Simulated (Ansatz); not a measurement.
Frontier orbitals of `C[SiH2]/N=C/F`.

Total charge 0; spin multiplicity 1. The structure was optimised at the PBE0-D4/def2-TZVP level. It is one conformer, not always the lowest. Basis def2-TZVPP, Ansatz 0.2.0.

```
functional  HOMO (eV)  LUMO (eV)
   ωB97X-V     -10.51       1.85
```

Give HOMO and LUMO (eV) with LDA (SPW92), PBE, revPBE, BLYP, r2SCAN, B97M-V, PBE0, B3LYP, r2SCANh, r2SCAN0, HSE06 (plane-wave form), BHLYP, CAM-B3LYP, LC-ωPBE, ωB97M-V, HF. (Estimate.)

The calculation gave: 
```
             functional    HOMO   LUMO
            LDA (SPW92)   -6.76  -1.86
                    PBE   -6.63  -1.59
                 revPBE   -6.57  -1.49
                   BLYP   -6.53  -1.48
                 r2SCAN   -6.94  -1.37
                 B97M-V   -7.08  -1.29
                   PBE0   -8.07  -0.49
                  B3LYP   -7.85  -0.77
                r2SCANh   -7.47  -0.97
                r2SCAN0   -8.29  -0.36
HSE06 (plane-wave form)   -7.66  -0.88
                  BHLYP   -9.47   0.68
              CAM-B3LYP   -9.51   0.68
                LC-ωPBE  -10.84   1.94
                ωB97M-V  -10.41   1.72
                     HF  -11.65   3.36
```

B3LYP here is the variant with VWN-RPA as its local correlation; programs differ in this. LC-ωPBE has ω = 0.4 bohr⁻¹. Positive LUMOs are unbound and depend on the basis.
